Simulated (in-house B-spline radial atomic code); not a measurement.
Ionising the hafnium ion Hf⁵⁺ with different functionals

Computed with an all-electron radial atomic-structure program (B-spline basis): four-component Dirac-Coulomb Hamiltonian, Fermi nucleus of rms radius 5.347 fm, spin-restricted, spherical fractional occupations for the functionals, and exact exchange of hybrids averaged over the configuration. The ionisation energy is the difference of two self-consistent energies, [Xe] 4f13 → [Kr] 4d10 4f13 5s2 5p5, without Breit or QED terms; ε is the level of the shell that loses the electron (mean over j). The electron is taken from both j subshells in proportion to 2j + 1, so the result is a j average, not the step between ground levels.

```tsv
method	rung	ΔSCF (eV)	-ε(5p) (eV)
BHandHLYP	global hybrid	102.58	98.73
B97-1	global hybrid	102.72	96.17
HSE06	range-separated hybrid	102.65	96.07
CAM-B3LYP	range-separated hybrid	102.75	98.07
```

Problem. Among the functionals, which spreads more, the ΔSCF values or the orbital energies?

Solution. The orbital energies: ΔSCF values span about 0.17 eV and the orbital energies 2.67 eV; here energy differences depend much less on the functional than eigenvalues do.

Problem. How do they compare with the NIST value?

Solution. NIST lists 98 eV ± 5 (tabulated theory, ground level to ground level). Errors run from +4.58 to +4.75 eV; all lie within about twice that uncertainty, so the table can't rank the methods.
